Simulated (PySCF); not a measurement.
## Spinor energies of P(3+) (phosphorus, charge +3)

Start: [Ne] 3s2. Calculated with PySCF 2.14 in x2c-TZVPPall-2c (5s6p3d1f, 45 functions): generalised Hartree-Fock with the X2C-1e Hamiltonian and a Gaussian nucleus; one run each with spin-orbit coupling (SO) switched off, then screened by Boettger's factors.

```json
{"spinor shell": "1s1/2", "electrons": "2", "ε, spin-free (eV)": "-2222.5", "ε, screened SO (eV)": "-2222.5", "weight of nominal j (screened SO)": "1.000", "rms radius, screened SO (bohr)": "0.120"}
{"spinor shell": "2s1/2", "electrons": "2", "ε, spin-free (eV)": "-244.39", "ε, screened SO (eV)": "-244.39", "weight of nominal j (screened SO)": "1.000", "rms radius, screened SO (bohr)": "0.558"}
{"spinor shell": "2p1/2", "electrons": "2", "ε, spin-free (eV)": "-185.78", "ε, screened SO (eV)": "-186.43", "weight of nominal j (screened SO)": "1.000", "rms radius, screened SO (bohr)": "0.536"}
{"spinor shell": "2p3/2", "electrons": "4", "ε, spin-free (eV)": "-185.78", "ε, screened SO (eV)": "-185.45", "weight of nominal j (screened SO)": "1.000", "rms radius, screened SO (bohr)": "0.539"}
{"spinor shell": "3s1/2", "electrons": "2", "ε, spin-free (eV)": "-50.004", "ε, screened SO (eV)": "-50.004", "weight of nominal j (screened SO)": "1.000", "rms radius, screened SO (bohr)": "1.81"}
```

```json
{"quantity": "E (hartree)", "spin-free": "-339.37142", "screened SO": "-339.37184"}
{"quantity": "M_J", "spin-free": "0", "screened SO": "0"}
{"quantity": "⟨J²⟩", "spin-free": "0.000", "screened SO": "0.000"}
{"quantity": "⟨L²⟩", "spin-free": "0.000", "screened SO": "0.000"}
{"quantity": "⟨S²⟩", "spin-free": "0.000", "screened SO": "0.000"}
```

Without spin-orbit coupling the j labels of p, d and f shells carry no meaning; the spin-free column gives the mean over the occupied spinors of each nl shell.
